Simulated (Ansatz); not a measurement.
Isolated molecules relaxed with PBE0-D4/def2-TZVP in Ansatz; ΔE leaves out vibrations. CCSD(T)/CBS adds triple-zeta CCSD(T) − MP2 to the extrapolated MP2 energy (def2 sets, frozen cores). This one scheme is used for every species. DFT in def2-TZVPP. B3LYP here is the variant with VWN-RPA as its local correlation; programs differ in this. For Zn outer-core shells are correlated without core-valence functions, which leaves a few kJ/mol of doubt a bond. Scalar relativity is left out up to krypton. Each species was taken in one conformer, which may not be the lowest.

Reaction (cleavage of the Si–Si bond): `O[SiH2][SiH2]F` + `[NH2][ZnH]` → `O[SiH2][NH][ZnH]` + `F[SiH3]`

(1) Is it downhill or uphill in electronic energy at CCSD(T)/CBS, and by how much? (An estimate is asked.)

(2) What do these levels give: PBE-D4, r2SCAN-D4, PBE0-D4, B3LYP-D4, ωB97M-V, B2PLYP, PBE, r2SCAN, MP2/def2-TZVPP, SCS-MP2/def2-QZVPP, HF/CBS(def2), MP2/CBS(def2)? (Best estimate.)

Largest T1 diagnostic among the species: 0.016.

Answers

(1) Ansatz gave: Downhill: ΔE = -109.1 kJ/mol.

(2) Computed: PBE-D4 -83.2, r2SCAN-D4 -104.1, PBE0-D4 -93.6, B3LYP-D4 -100.8, ωB97M-V -111.5, B2PLYP -106.6, PBE -80.9, r2SCAN -103.7, MP2/def2-TZVPP -118.1, SCS-MP2/def2-QZVPP -116.8, HF/CBS(def2) -123.0, MP2/CBS(def2) -115.5 kJ/mol.

The D4 term adds −3.7 kJ/mol with B3LYP and −1.8 kJ/mol with PBE0; it sums over pairs of atoms, weighted by their polarisabilities, and B3LYP, whose exchange is more repulsive, gets the larger term. In def2-TZVPP, CCSD(T) changes the Hartree–Fock value by +10.5 kJ/mol (the triples alone add +0.6 kJ/mol) and MP2 by +4.1 kJ/mol. From PBE to PBE0 (25 % exact exchange), in def2-TZVPP and without D4, ΔE moves by −10.9 kJ/mol.
